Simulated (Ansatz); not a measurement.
Gas-phase electronic energies from Ansatz, PBE0-D4/def2-TZVP geometries. CCSD(T)/CBS adds triple-zeta CCSD(T) − MP2 to the extrapolated MP2 energy (def2 sets, frozen cores). DFT in def2-TZVPP. For Ga outer-core shells are correlated without core-valence functions, which leaves a few kJ/mol of doubt a bond. Scalar relativity is left out up to krypton.

Reaction (redistribution): `N#[C][GaH][F]` + `FC1(Cl)O[SiH2]1` → `N#[C][Ga]([F])[F]` + `ClC1O[SiH2]1`

```json
{"level": "BLYP-D4", "ΔE (eV)": "-1.23"}
{"level": "MP2/def2-SVP", "ΔE (eV)": "-1.42"}
```

(1) What does CCSD(T)/CBS give? (An estimate is asked.)

Largest T1 diagnostic among the species: 0.015.

Results:

(1) Ansatz gave: -1.36 eV. The listed levels differ from it by 0.13, -0.06 eV.

At CCSD(T), def2-SVP lies +0.04 eV from the extrapolated value and def2-TZVPP −0.03 eV. From BLYP to BHLYP (50 % exact exchange), in def2-TZVPP and without D4, ΔE moves by −0.06 eV.
